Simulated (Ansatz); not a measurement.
`C[O][Mg][O]C` → `[CH2]` (triplet) + `C[O][Mg][OH]`  (formal loss of a carbene)

Isolated molecules relaxed with PBE0-D4/def2-TZVP in Ansatz; ΔE leaves out vibrations. CCSD(T)/CBS adds triple-zeta CCSD(T) − MP2 to the extrapolated MP2 energy (def2 sets, frozen cores). This one scheme is used for every species. Functionals use def2-TZVPP. Triplets are unrestricted, without spin–orbit coupling. For Mg outer-core shells are correlated without core-valence functions, which leaves a few kJ/mol of doubt a bond. Each species was taken in one conformer, which may not be the lowest.

| level | ΔE (kJ/mol) |
| --- | --- |
| BLYP | 367.8 |
| PBE0 | 373.5 |
| HF/def2-QZVPP | 245.3 |
| SCS-MP2/def2-QZVPP | 387.3 |

Problem. What does CCSD(T)/CBS give? (Best estimate.)

Solution. The calculation gave: +376.2 kJ/mol. The listed levels differ from it by -8.4, -2.7, -130.9, 11.1 kJ/mol.

Largest T1 diagnostic among the species: 0.011.

From PBE to PBE0 (25 % exact exchange), in def2-TZVPP and without D4, ΔE moves by −8.7 kJ/mol. The D4 term adds +6.2 kJ/mol with B3LYP and +3.3 kJ/mol with PBE0; it sums over pairs of atoms, weighted by their polarisabilities, and B3LYP, whose exchange is more repulsive, gets the larger term. Leaving LDA and LC-ωPBE aside and taking each functional with its dispersion term where it has one, the values, not all of them listed here, spread over 39.3 kJ/mol, from r2SCAN0-D4 to ωB97X-V. LDA lies +69.4 kJ/mol from PBE without D4.

B3LYP here is the variant with VWN-RPA as its local correlation; programs differ in this.
